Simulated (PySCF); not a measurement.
Compound: CH10BPSi.
Numbering: `[SiH3:1][CH2:2][BH2-:3][PH3+:4]` (hydrogens: H5, H6, H7 on Si1; H8, H9 on C2; H10, H11 on B3; H12, H13, H14 on P4)

Computed, not measured: PySCF 2.14.0, PBE0-D3(BJ)/def2-SVP geometry optimisation, gas phase.

Some entries are withheld. Bonds in one row agree within 0.01 Å.

```csv
coordinate,value
Si1–C2,1.878 Å
C2–B3,?
B3–P4,?
"Si1–H5, Si1–H6, Si1–H7",1.498 Å
"C2–H8, C2–H9",1.105 Å
"B3–H10, B3–H11",1.226 Å
"P4–H12, P4–H13, P4–H14",1.418 Å
C2–Si1–H5,?
H5–Si1–H6,107.4°
Si1–C2–B3,109.1°
Si1–C2–H8,107.1°
B3–C2–H8,?
H8–C2–H9,?
C2–B3–P4,109.6°
C2–B3–H10,115.9°
P4–B3–H10,101.0°
H10–B3–H11,111.3°
B3–P4–H12,118.3°
H12–P4–H13,100.0°
```

Q: Fill in the missing values.

A: 
- C2–B3 = 1.618 Å, drawn single (sp3 carbon bound to silicon to four-coordinate boron); 0.02 Å above the sum of covalent radii, 1.60 Å.
- B3–P4 = 1.952 Å, drawn single (ends: four-coordinate boron; phosphorus bonded to B and 3 H); 0.04 Å above the sum of covalent radii, 1.91 Å.
- C2–Si1–H5 = 112.0°, at the SiH3 silicon; the outer atoms are 2.808 Å apart.
- B3–C2–H8 = 113.0°, at the sp3 carbon bound to silicon; the outer atoms are 2.289 Å apart.
- H8–C2–H9 = 107.1°, at the sp3 carbon bound to silicon; the outer atoms are 1.778 Å apart.

Radii are Cordero's, carbon taken as 0.76, 0.73 or 0.69 Å for four, three, and two or fewer neighbours.

Whether it is a minimum is left open (no frequencies). One conformer, not necessarily the lowest (Si1–C2–B3–P4 180°).
